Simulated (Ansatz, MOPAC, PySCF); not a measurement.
Potential energy curve for GeMg, lowest singlet found (which spin is the ground state isn't settled by this scan).

Computed with: PM7, restricted, heats of formation (MOPAC); RKS-B3LYP/6-31G* = restricted B3LYP/6-31G*, spherical d run with PySCF; RKS-B3LYP/3-21G = restricted B3LYP/3-21G run with PySCF 2.14.0; FCI = full CI/aug-cc-pVDZ, cores with 3d frozen in Ansatz (an electronic-structure program).

Energies relative to the lowest point of each curve between 2.15 and 3.11 Å, where full CI is lowest, in mEh; the last columns give the difference from FCI:

| R / Å | PM7 | RKS-B3LYP/6-31G* | RKS-B3LYP/3-21G | FCI | PM7 − FCI | RKS-B3LYP/6-31G* − FCI | RKS-B3LYP/3-21G − FCI |
|---|---|---|---|---|---|---|---|
| 1.86 | 362.9 | 120.7 | 124.1 | 133.4 | 229.5 | -12.8 | -9.3 |
| 2.03 | 206.9 | 56.4 | 57.2 | 64.6 | 142.3 | -8.2 | -7.4 |
| 2.15 | 137.1 | 29.9 | 29.7 | 35.3 | 101.9 | -5.4 | -5.6 |
| 2.27 | 88.0 | 13.7 | 13.1 | 17.0 | 71.0 | -3.2 | -3.8 |
| 2.35 | 63.3 | 7.1 | 6.5 | 9.3 | 54.1 | -2.1 | -2.7 |
| 2.49 | 32.3 | 1.2 | 0.8 | 1.9 | 30.3 | -0.8 | -1.1 |
| 2.55 | 22.8 | 0.2 | 0.0 | 0.6 | 22.3 | -0.4 | -0.6 |
| 2.62 | 14.3 | 0.0 | 0.0 | 0.0 | 14.3 | 0.0 | 0.0 |
| 2.71 | 6.7 | 0.8 | 1.1 | 0.5 | 6.3 | 0.3 | 0.6 |
| 2.84 | 1.0 | 3.3 | 3.9 | 2.8 | -1.8 | 0.6 | 1.2 |
| 2.98 | 0.0 | 7.2 | 8.0 | 6.5 | -6.5 | 0.6 | 1.5 |
| 3.11 | 2.3 | 11.1 | 12.0 | 10.4 | -8.1 | 0.6 | 1.6 |
| 3.28 | 8.2 | 16.2 | 17.1 | 15.6 | -7.4 | 0.6 | 1.5 |
| 3.53 | 19.2 | 22.8 | 23.6 | 22.0 | -2.9 | 0.8 | 1.5 |
| 3.82 | 31.3 | 28.8 | 29.3 | 27.4 | 3.9 | 1.4 | 1.9 |
| 4.18 | 42.2 | 33.7 | 34.0 | 31.4 | 10.8 | 2.3 | 2.7 |
| 4.59 | 48.8 | 36.9 | 37.2 | 33.7 | 15.1 | 3.2 | 3.5 |
| 5.13 | 52.0 | 38.8 | 39.3 | 35.1 | 17.0 | 3.7 | 4.2 |
| 5.70 | 52.9 | 39.5 | 40.3 | 35.6 | 17.3 | 3.9 | 4.6 |
| 6.57 | 53.1 | 39.8 | 40.7 | 36.0 | 17.2 | 3.9 | 4.8 |
| 7.56 | — | 39.8 | 40.8 | 36.1 | — | 3.7 | 4.7 |
| 8.80 | — | 39.8 | 40.8 | 36.2 | — | 3.6 | 4.6 |

PM7 is furthest from FCI at 1.86 (229.5 mEh, above); its mean absolute difference over the points is 39.0 mEh.

RKS-B3LYP/6-31G* is furthest from FCI at 1.86 (-12.8 mEh, below); its mean absolute difference over the points is 2.8 mEh.

RKS-B3LYP/3-21G is furthest from FCI at 1.86 (-9.3 mEh, below); its mean absolute difference over the points is 3.2 mEh.

A dash means that the run gave no value there, or that the column was ended at a point which the program doubted or which failed a test of continuity chosen for this set; such a test can also cut sound points.

The restricted form behind PM7, RKS-B3LYP/6-31G*, RKS-B3LYP/3-21G keeps the bonding electrons paired and can't separate into open-shell fragments. Also computed but left out beside FCI, since their determinant holds another spin at the minimum (<S²> over 0.7 above the pure value): UHF, UMP2, UCCSD, UCCSD(T), UCCSDT, UCCSDT(Q), UKS-CAM-B3LYP, UKS-B3LYP, UKS-PBE, UKS-B3LYP/6-31G*, UHF/LANL2DZ, UKS-B3LYP/3-21G, UKS-LDA (SVWN5)/6-31G*.
